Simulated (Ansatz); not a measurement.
Basis-set extrapolation for CH8AlClSi2 (`[SiH3][CH2][AlH][SiH2]Cl`) (PBE0-D4/def2-TZVP geometry, frozen core, Ansatz 0.2.0). Multiplicity 1, RHF reference.

|  | def2-TZVPP | def2-QZVPP |
| --- | --- | --- |
| HF | -1321.904868 | -1321.944433 |
| MP2 correlation | -0.702634 | -0.758027 |
| CCSD(T) correlation | -0.810949 | not run |

Energies in hartree. Use E(X) = E(∞) + A·exp(−7.88·√X) for Hartree–Fock and E(X) = E(∞) + B·X^(−2.97) for correlation, with X = 3 and 4, and add CCSD(T) minus MP2 of the smaller set to the MP2 limit.

Question: What is the CCSD(T) energy at the basis-set limit?

Answer: HF limit: -1321.944433 + (-0.039565) × 0.13774 = -1321.94988. MP2 limit: -0.758027 + (-0.055393) × 0.74074 = -0.79906. Higher-order term: -0.810949 − (-0.702634) = -0.10832. Total: -1322.85726 hartree, 3.85 eV below CCSD(T)/def2-TZVPP.
